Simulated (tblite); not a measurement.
C6H7FN (doublet state).
SMILES with atom numbers: `[N:1]=[CH:2][C@@H:3]1[C@@H:4]([F:5])[C:6]12[CH2:7][CH2:8]2` (hydrogens: H9 on C2; H10 on C3; H11 on C4; H12, H13 on C7; H14, H15 on C8)

A start from a force field or distance geometry was refined with GFN2-xTB geometry optimisation, gas phase (tblite). Values at the start:

```
 coordinate    start
      N1=C2  1.284 Å
      C2–C3  1.494 Å
      C2–H9  1.093 Å
      C3–C4  1.510 Å
      C3–C6  1.419 Å
     C3–H10  1.122 Å
      C4–F5  1.416 Å
      C4–C6  1.418 Å
     C4–H11  1.111 Å
      C6–C7  1.438 Å
      C6–C8  1.418 Å
      C7–C8  1.528 Å
     C7–H12  1.122 Å
     C7–H13  1.127 Å
     C8–H14  1.111 Å
     C8–H15  1.125 Å
   N1–C2–C3   122.3°
   C2–C3–C6   126.3°
   C3–C6–C4    64.3°
   C3–C6–C7   133.5°
   C4–C6–C7   134.9°
   F5–C4–C6   116.9°
   C6–C7–C8    57.1°
   C7–C6–C8    64.7°
N1–C2–C3–C4    -110°
C2–C3–C4–F5     137°
C3–C4–C6–C7    -127°
C4–C6–C8–C7     129°
```

Question: How do these coordinates change at the GFN2-xTB level?

Answer: 
```csv
coordinate,GFN2-xTB (Å or °),change
C3–C6,1.491,+0.072
C6–C8,1.481,+0.063
N1=C2,1.221,-0.063
C4–F5,1.362,-0.054
C4–C6,1.471,+0.053
C7–H13,1.080,-0.047
C8–H15,1.081,-0.044
C6–C7,1.481,+0.043
C7–H12,1.080,-0.042
C3–H10,1.083,-0.039
C8–H14,1.080,-0.031
C4–H11,1.085,-0.026
C7–C8,1.510,-0.018
C3–C4,1.520,+0.010
C2–H9,1.101,+0.008
C2–C3,1.491,-0.003
C2–C3–C6,119.9,-6.4
N1–C2–C3,126.6,+4.3
C4–C6–C7,138.5,+3.6
C7–C6–C8,61.3,-3.4
C3–C6–C7,136.6,+3.1
C3–C6–C4,61.8,-2.5
F5–C4–C6,119.3,+2.4
C6–C7–C8,59.4,+2.3
N1–C2–C3–C4,-148,-38
C2–C3–C4–F5,141,+4
C3–C4–C6–C7,-130,-3
C4–C6–C8–C7,132,+3
```

The energy falls by 83.4 kJ/mol over 69 L-BFGS steps, the largest force on an atom goes from 4.31 to 0.009 eV/Å, and the atoms move by 0.253 Å rms after alignment. The bond that changes most is C3–C6 (ends: carbon bonded to 3 C and H; carbon bonded to 4 C), which lengthens by 0.072 Å. Bonds longer at the end by more than 0.005 Å: 6 of 16; shorter: 9. Among the dihedrals that turn most is N1–C2–C3–C4, from -110° to -148°. Rotational constants go from 2976, 1659, 1198 to 2740, 1697, 1184 MHz.

Its GFN2-xTB frequencies are all real (lowest 73 cm⁻¹).

One conformer stands for the species.

The numbers are calculated, not measured.
